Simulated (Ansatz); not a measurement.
```xyz
10

N     0.6241    1.1878   -0.7948
Si   -0.2884   -0.0566   -0.1188
N     0.2250   -0.3132    1.4756
O    -0.1665   -1.2695   -1.2118
F    -1.8606    0.2118    0.0573
H     0.8595    2.0160   -0.2778
H     0.7144    1.3002   -1.7892
H    -0.4148   -0.6235    2.1862
H     1.1805   -0.5373    1.6931
H    -0.8733   -1.9156   -1.2198
```

The species carries charge 0 and has multiplicity 1.

**Question.** List the ωB97M-V/def2-TZVPP orbital energies in eV (Ansatz 0.2.0). (An estimate is asked.)

**Answer.** Computed: Occupied: -1807.80, -676.80, -525.86, -393.94, -393.92, -148.64, -102.82, -102.76, -102.75, -35.42, -30.71, -26.68, -26.11, -18.40, -16.94, -16.52, -15.84, -15.22, -14.99, -14.41, -13.60, -12.69, -12.09, -10.20, -10.10. Lowest empty: 2.15, 3.12, 3.17, 4.06, 4.13, 4.89, 5.58, 5.99.
